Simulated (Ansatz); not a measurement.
Two isomers of C2H4OSi: A = `OC#C[SiH3]`, B = `[SiH3]C1=CO1`.

Program: Ansatz. Geometries: PBE0-D4/def2-TZVP. ΔE: electronic, gas phase. CBS: MP2 limit from def2 TZ/QZ plus the TZ coupled-cluster correction, frozen cores. DFT in def2-TZVPP. One conformer a species, not always the lowest.

A:

```xyz
8

O    -0.775    2.140   -1.592
C    -0.417    1.138   -0.852
C    -0.132    0.163   -0.197
Si    0.303   -1.288    0.791
H    -0.264    2.927   -1.368
H     0.850   -2.361   -0.076
H     1.330   -0.910    1.795
H    -0.895   -1.808    1.499
```

B:

```xyz
8

Si   -0.4326   -0.7243    0.9939
C     0.0158    0.3798   -0.3724
C     0.4353    1.1035   -1.3584
O     1.4851    0.3080   -1.3264
H    -0.5235   -2.1287    0.5236
H     0.5636   -0.6321    2.0898
H    -1.7594   -0.2471    1.4590
H     0.2157    1.9410   -2.0091
```

Q: Which isomer does CCSD(T)/CBS put lower? Give the gap. (An estimate is asked.)

A: Ansatz gave: A, by 42.5 kcal/mol.

Q: Give E(B) − E(A) in kcal/mol with HF/def2-TZVPP, PBE-D4, B2PLYP, ωB97M-V, LDA (SPW92), CCSD(T)/def2-SVP, CCSD(T)/def2-TZVPP. (Estimate.)

A: Computed: HF/def2-TZVPP 54.8, PBE-D4 36.8, B2PLYP 42.5, ωB97M-V 44.2, LDA (SPW92) 39.8, CCSD(T)/def2-SVP 44.5, CCSD(T)/def2-TZVPP 42.8. None reverses the order clearly.

Q: Does the order hold for the free energy at 298.15 K (harmonic terms from PBE0-D4)? (Best estimate.)

A: Computed: Yes: G(B) − G(A) = +41.8 kcal/mol, for one conformer each. Modes under 60 cm⁻¹, often nearly free rotors, make the harmonic entropy too high.

Largest T1 diagnostic: 0.024.

Leaving LDA and LC-ωPBE aside and taking each functional with its dispersion term where it has one, the values, not all of them listed here, spread over 12.5 kcal/mol, from revPBE-D4 to BHLYP-D4. LDA lies +2.7 kcal/mol from PBE without D4. From r2SCAN to r2SCAN0 (25 % exact exchange), in def2-TZVPP and without D4, E(B) − E(A) moves by +4.8 kcal/mol.
